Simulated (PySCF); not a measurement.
**Excitation energy of S by level of theory**

S [Ne] 3s2 3p4 (3P) → S [Ne] 3s1 3p4 4s1 (5P), as a difference of total energies. All numbers are calculated (PySCF 2.14, no relativity, point nucleus, in aug-cc-pwCVQZ (10s9p7d5f3g, 134 functions)). Correlated levels: valence: [Ne] frozen; valence and next inner shell: 1s2 frozen; nothing frozen. The calculations carry no spin-orbit coupling.

| method | excitation energy (eV) |
| --- | --- |
| UHF | 16.291 |
| LDA | 16.905 |
| PBE | 16.763 |
| PBE0 | 16.952 |
| r2SCAN | 16.623 |
| PW91 | 16.797 |
| PBEsol | 16.709 |
| BHandHLYP | 17.324 |
| MP2 (valence) | 16.734 |
| SCS-MP2 (valence) | 16.936 |
| MP2 (valence and next inner shell) | 16.825 |
| SCS-MP2 (valence and next inner shell) | 17.000 |
| MP2 (all electrons) | 16.820 |
| SCS-MP2 (all electrons) | 16.997 |

Question: How much does correlation contribute at MP2 (all electrons)?

Answer: 16.820 − (16.291) = 0.529 eV, measured against UHF.

The upper state lies above the first ionisation limit, where it may autoionise and the basis confines it. A Rydberg-like electron needs more diffuse functions than a valence basis has.

The promoted electron is Rydberg-like, and one or two diffuse shells describe it only roughly, which tends to raise the upper state.
